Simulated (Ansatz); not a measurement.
Ansatz (a quantum-chemistry and plane-wave program) input (SVWN5/def2-TZVPD):

Ansatz 0.2 input:
```yaml
crystal:
  periodic: [false, false, false]
  atoms:
    - {symbol: C, position_ang: [2.60545784, -0.32389595, 0.00898594]}
    - {symbol: C, position_ang: [1.16731706, -0.54636411, -0.16292670]}
    - {symbol: C, position_ang: [0.03051308, 0.10205545, -0.23793911]}
    - {symbol: C, position_ang: [-0.04679633, 1.61253143, -0.13127681]}
    - {symbol: C, position_ang: [-1.28464165, -0.62269484, -0.43552095]}
    - {symbol: C, position_ang: [-2.22238462, -0.52713163, 0.77202156]}
    - {symbol: H, position_ang: [2.98214700, -0.81767778, 0.90862554]}
    - {symbol: H, position_ang: [3.17496294, -0.71248975, -0.83941602]}
    - {symbol: H, position_ang: [2.83759776, 0.74709895, 0.09933848]}
    - {symbol: H, position_ang: [-0.54578183, 2.02894635, -1.01136302]}
    - {symbol: H, position_ang: [0.93956178, 2.06701014, -0.05179449]}
    - {symbol: H, position_ang: [-0.62806338, 1.91523548, 0.74306488]}
    - {symbol: H, position_ang: [-1.78822594, -0.20442030, -1.31482415]}
    - {symbol: H, position_ang: [-1.07971021, -1.67110399, -0.65549251]}
    - {symbol: H, position_ang: [-2.49762553, 0.50583404, 0.99081192]}
    - {symbol: H, position_ang: [-1.74692708, -0.94378588, 1.66198154]}
    - {symbol: H, position_ang: [-3.14472794, -1.08164914, 0.58900438]}
basis:
  gaussian:
    orbitals: def2-TZVPD
hamiltonian:
  xc: {name: SVWN5}
magnetization: {spin_polarized: true, initial_magnetization: 1}
output: {forces: true}
```

Output:

```
Functional definition: SVWN5
integrals: 0.28 GiB planned
1605 factors; their error is unknown
0.23 GiB of the device are held for the grids
1.96 GiB of device memory are held for the factors and their scratch space
mean field: 2.55 GiB planned
mean field evaluation 1: about -6316.8681 eV, gradient 7.1e1 eV
mean field evaluation 2: about -6263.5446 eV, gradient 1.2e2 eV
mean field evaluation 4: about -6339.2029 eV, gradient 1.9e1 eV
mean field evaluation 8: about -6340.9341 eV, gradient 3.1e-1 eV
mean field evaluation 16: about -6340.8677 eV, gradient 1.4e-3 eV
mean field -6340.86773933 eV, -233.0225914259 hartree, gradient 2.9e-5 eV, S^2 0.755786; 0 other end points of the search recorded, 0 dependent functions left out
the calculation of the forces begins
reference -6340.86779589 eV, -233.0225935045 hartree; 24, 23 occupied and 297, 298 virtual orbitals, 1605 factors
Total energy: -6340.86779589 eV, -233.0225935045 hartree
Atom 0 at     2.605458    -0.323896     0.008986 Å, force    -0.942358    -0.223443    -0.117355 eV/Å
Atom 1 at     1.167317    -0.546364    -0.162927 Å, force     0.524265     0.178788     0.068737 eV/Å
Atom 2 at     0.030513     0.102055    -0.237939 Å, force    -0.355406     0.135218    -0.010653 eV/Å
Atom 3 at    -0.046796     1.612531    -0.131277 Å, force     0.013060    -0.796879    -0.062838 eV/Å
Atom 4 at    -1.284642    -0.622695    -0.435521 Å, force     0.133890     0.421563     0.710746 eV/Å
Atom 5 at    -2.222385    -0.527132     0.772022 Å, force     0.500096    -0.017840    -0.597612 eV/Å
Atom 6 at     2.982147    -0.817678     0.908626 Å, force     0.118277    -0.143032     0.275569 eV/Å
Atom 7 at     3.174963    -0.712490    -0.839416 Å, force     0.178313    -0.111235    -0.259425 eV/Å
Atom 8 at     2.837598     0.747099     0.099338 Å, force     0.048545     0.384973     0.028225 eV/Å
Atom 9 at    -0.545782     2.028946    -1.011363 Å, force    -0.163604     0.102703    -0.277794 eV/Å
Atom 10 at     0.939562     2.067010    -0.051794 Å, force     0.366996     0.123434     0.034281 eV/Å
Atom 11 at    -0.628063     1.915235     0.743065 Å, force    -0.216267     0.066114     0.292747 eV/Å
Atom 12 at    -1.788226    -0.204420    -1.314824 Å, force    -0.142475     0.158072    -0.278736 eV/Å
Atom 13 at    -1.079710    -1.671104    -0.655493 Å, force     0.111753    -0.341747    -0.069275 eV/Å
Atom 14 at    -2.497626     0.505834     0.990812 Å, force    -0.066372     0.352112     0.060811 eV/Å
Atom 15 at    -1.746927    -0.943786     1.661982 Å, force     0.159466    -0.130410     0.261714 eV/Å
Atom 16 at    -3.144728    -1.081649     0.589004 Å, force    -0.268180    -0.158391    -0.059144 eV/Å
Dipole moment:     0.060731     0.158409     0.019582 e Å
```

It need not be the lowest isomer of its formula.
